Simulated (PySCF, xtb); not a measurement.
Te(Cl)(NMe2) (C2H6ClNTe), SMILES N(C)([Te]Cl)C.

Geometry: PBE0-D3(BJ)/def2-SVP. The structure was generated by enumeration, and PubChem lists no compound with its InChIKey, so it may never have been made. The def2 effective core potentials stand for the cores of Te; spin–orbit coupling is left out. One conformer was computed; it need not be the lowest.

Method: IEF-PCM-B3LYP/def2-SVP (PySCF).

The values are the electrostatic part of the solvation free energy, E(continuum) − E(gas) at the gas-phase geometry, in a cavity of scaled van der Waals radii (PySCF's table); cavitation and dispersion terms are not included. In vacuum the orbital gap is 3.83 eV. The dipole moment in vacuum is 2.68 D.

Computed values in water (ε = 78.36), chloroform (ε = 4.71), acetone (ε = 20.49):
| solvent | ε | ΔG(elec) (kcal/mol) | dipole (D) | gap (eV) |
|---|---|---|---|---|
| water | 78.36 | -3.8 | 3.65 | 3.87 |
| chloroform | 4.71 | -2.7 | 3.36 | 3.86 |
| acetone | 20.49 | -3.5 | 3.59 | 3.87 |

For comparison, GFN2-xTB/ALPB(water) (xtb, at the GFN2-xTB geometry, all terms of that model) gives -2.0 kcal/mol.
